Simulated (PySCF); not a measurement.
SeCl3, SMILES Cl[Se+](Cl)Cl, charge +1.

The structure is a stationary point at ωB97X-D3(BJ)/def2-SVP. The multiplicity is an assumed one; other spin states were not compared. The isomer is the one that the SMILES or the coordinates give; other isomers of the formula were not compared.

Level of theory: PBE0/def2-TZVPD (PySCF).

The molecule is in vacuum.

Computed frontier levels, gap, dipole moment and polarisability:
| Item | Result |
|---|---|
| highest occupied level | -15.14 eV |
| lowest empty level | -8.74 eV |
| orbital gap | 6.40 eV |
| dipole moment about the centre of nuclear charge | 0.69 D |
| mean static polarisability | 65.4 bohr³ (9.70 Å³) |
| polarisability, principal values | 48.1, 74.1, 74.1 bohr³ |
